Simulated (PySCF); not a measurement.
C₅H₆O.

```xyz
12

C      2.7311     0.7270     0.6344
C      1.5993     0.2915     0.1435
C      0.4862    -0.1606    -0.3857
O     -0.4799    -0.7958     0.3585
C     -1.7847    -0.5606     0.0543
C     -2.2778     0.4165    -0.7142
H      3.6001     0.0668     0.7471
H      2.8544     1.7677     0.9583
H      0.2869    -0.1017    -1.4636
H     -2.4210    -1.3002     0.5477
H     -1.6513     1.1830    -1.1734
H     -3.3549     0.4688    -0.8770
```
Charge 0, spin multiplicity 1.

Geometry optimised at B3LYP-D3(BJ)/def2-SVP. The values are those of a single conformer.

The numbers are results of PBE/pcSseg-1 in PySCF, not measurements. Non-relativistic, no solvent.

Problem. Give the absolute GIAO shielding of each atom: isotropic value and principal components (ppm). (The exact figures need the calculation; the answer reports its results.)

Solution. 
```json
[
 {"atom": "C1", "σ(iso)": "87.1", "σ11": "2.3", "σ22": "97.6", "σ33": "161.3", "span": "159.0"},
 {"atom": "C2", "σ(iso)": "-38.2", "σ11": "-56.7", "σ22": "-46.8", "σ33": "-11.1", "span": "45.6"},
 {"atom": "C3", "σ(iso)": "59.6", "σ11": "-5.7", "σ22": "76.8", "σ33": "107.8", "span": "113.5"},
 {"atom": "O4", "σ(iso)": "150.1", "σ11": "32.7", "σ22": "161.7", "σ33": "256.0", "span": "223.3"},
 {"atom": "C5", "σ(iso)": "23.3", "σ11": "-81.3", "σ22": "56.6", "σ33": "94.6", "span": "176.0"},
 {"atom": "C6", "σ(iso)": "89.6", "σ11": "-1.4", "σ22": "105.6", "σ33": "164.7", "span": "166.1"},
 {"atom": "H7", "σ(iso)": "25.5", "σ11": "23.8", "σ22": "24.4", "σ33": "28.2", "span": "4.4"},
 {"atom": "H8", "σ(iso)": "25.5", "σ11": "23.9", "σ22": "24.4", "σ33": "28.2", "span": "4.3"},
 {"atom": "H9", "σ(iso)": "24.5", "σ11": "22.1", "σ22": "23.4", "σ33": "28.1", "span": "6.0"},
 {"atom": "H10", "σ(iso)": "24.6", "σ11": "21.8", "σ22": "25.0", "σ33": "27.0", "span": "5.2"},
 {"atom": "H11", "σ(iso)": "26.9", "σ11": "24.4", "σ22": "25.2", "σ33": "30.9", "span": "6.5"},
 {"atom": "H12", "σ(iso)": "27.0", "σ11": "25.6", "σ22": "26.2", "σ33": "29.2", "span": "3.6"}
]
```
